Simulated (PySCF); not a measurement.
Compound: C6H10N2.
Z-matrix (Å and degrees, GFN2-xTB geometry), rows numbered from 1:
```
C 
C   1  1.5297
C   2  1.4916  1  111.05
C   3  1.4046  2  127.83  1    87.23
N   4  1.3195  3  111.27  2  -178.17
N   5  1.3277  4  106.07  3     0.21
C   6  1.4334  5  120.68  4  -179.78
C   6  1.3492  5  111.65  4    -0.07
H   1  1.0881  2  110.47  3    60.29
H   1  1.0878  2  110.27  3   -59.41
H   1  1.0876  2  110.44  3  -179.52
H   2  1.0924  1  109.21  3   120.54
H   2  1.0927  1  109.44  3  -121.06
H   4  1.0720  3  128.33  2     2.23
H   7  1.0921  6  110.78  5  -119.26
H   7  1.0920  6  110.71  5   119.75
H   7  1.0878  6  107.60  5     0.27
H   8  1.0719  3  131.02  2    -2.21
```

NICS is the negative of the GIAO shielding at a point without a nucleus: at the ring centre (0) and 1 Å above and below it (1); zz is the component along the ring normal. Level: GIAO PBE0/pcSseg-1 (PySCF, non-relativistic, gas phase) on the GFN2-xTB geometry, one conformer.

Ring bond lengths (Å), with Mayer bond orders in brackets: C3–C4 1.405 (1.36), C4–N5 1.320 (1.53), N5–N6 1.328 (1.22), N6–C8 1.349 (1.10), C8–C3 1.379 (1.44).

Task: Give the NICS values of each ring in ppm.

Result: 
| ring | type | NICS(0) | NICS(1), two faces | NICS(1)zz, two faces | rms pucker (Å) | centre to ring atoms, mean (Å) |
| --- | --- | --- | --- | --- | --- | --- |
| C3–C4–N5–N6–C8 | 5-membered ring with 2 N; formal bonds all aromatic | -13.2 | -11.7 / -11.9 | -29.4 / -30.3 | 0.00 | 1.15 |

Task: What can be read from them?

Result: 
- C3–C4–N5–N6–C8: mean NICS(1)zz -29.9 ppm, shielded. The ring is flat and has no four-coordinate atom; by the NICS criterion it is aromatic.

Task: What does the geometric index give? Use HOMA with the parameters of Krygowski (1993).

Result: 
- C3–C4–N5–N6–C8: HOMA 0.96; the largest term is that of C3–C4, α(R − Ropt)² = 0.07. The geometric and the magnetic index point the same way.

Task: How shielded are the nuclei of the rings and their hydrogens (means over atoms taken as equivalent)?

Result: 
```csv
atoms,environment,σ isotropic (ppm)
C3,substituted aromatic carbon,54.2
C4,aromatic CH next to a ring nitrogen,46.5
N5,pyridine-type nitrogen,-86.8
N6,pyrrole-type nitrogen,44.2
C8,aromatic CH next to a ring nitrogen,57.1
H14,aromatic hydrogen,24.42
H18,aromatic hydrogen,24.52
```
